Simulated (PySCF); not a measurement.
PySCF input:

```python
from pyscf import gto, scf, dft

mol = gto.M(
    atom='''
    Si    0.22679746    0.05573040   -1.01853749
    C    -1.01872015   -1.16026351   -1.72455035
    C    -0.25438705    1.83293467   -1.39058038
    Br    0.26754867   -0.20527583    1.22746047
    H    -0.75694885   -2.18687099   -1.46960041
    H    -1.05518514   -1.06974233   -2.81248773
    H    -2.01424634   -0.94779813   -1.32455693
    H    -0.27181104    1.99802215   -2.47019793
    H     0.44874530    2.53473738   -0.94278083
    H    -1.25127854    2.04005341   -0.99118351
    ''',
    basis='def2-tzvpd',
    charge=0,
    spin=1,
    verbose=4,
)

mf = scf.UHF(mol).density_fit(auxbasis='def2-universal-jkfit')
mf.conv_tol = 1e-9
mf.max_cycle = 100
mf.max_memory = 1500
mf.kernel()
if not mf.converged:
    mf = mf.newton()
    mf.kernel(mf.make_rdm1())
for _ in range(2):
    mo, _, stable, _ = mf.stability(return_status=True)
    if stable:
        break
    mf.kernel(mf.make_rdm1(mo, mf.mo_occ))
mf.analyze()
```

### Question
Predict the final energy.

### Answer
-2940.65633 Eh (HF/def2-TZVPD).

It need not be the lowest isomer of its formula.
